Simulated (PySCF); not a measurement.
FH8NOSi3, SMILES F[SiH](N[SiH3])O[SiH3].

The structure is a stationary point at B3LYP-D3(BJ)/def2-SVP. The values are those of a single conformer.

Two levels are set side by side: PBE/def2-TZVP (PySCF) and M06-2X/def2-TZVP (PySCF). Same geometry, gas phase. Differences are taken from unrounded values.

```json
[
 {"quantity": "orbital gap (eV)", "M06-2X": "9.91", "PBE": "5.63", "PBE minus M06-2X": "-4.29"},
 {"quantity": "highest occupied level (eV)", "M06-2X": "-9.28", "PBE": "-6.57", "PBE minus M06-2X": "2.71"},
 {"quantity": "lowest empty level (eV)", "M06-2X": "0.63", "PBE": "-0.95", "PBE minus M06-2X": "-1.57"},
 {"quantity": "dipole moment (D)", "M06-2X": "2.18", "PBE": "2.05", "PBE minus M06-2X": "-0.13"},
 {"quantity": "mean polarisability (bohr³)", "M06-2X": "80.7", "PBE": "86.7", "PBE minus M06-2X": "6.0"}
]
```

Without exact exchange PBE keeps part of each electron's self-repulsion, which lifts occupied levels and narrows the gap. PBE's more diffuse valence density responds more strongly to a field. Differences between two approximate levels are no errors against the true value.

Rough cost on one machine, each run with all the roots and properties that it gave: M06-2X against PBE about 3 times.
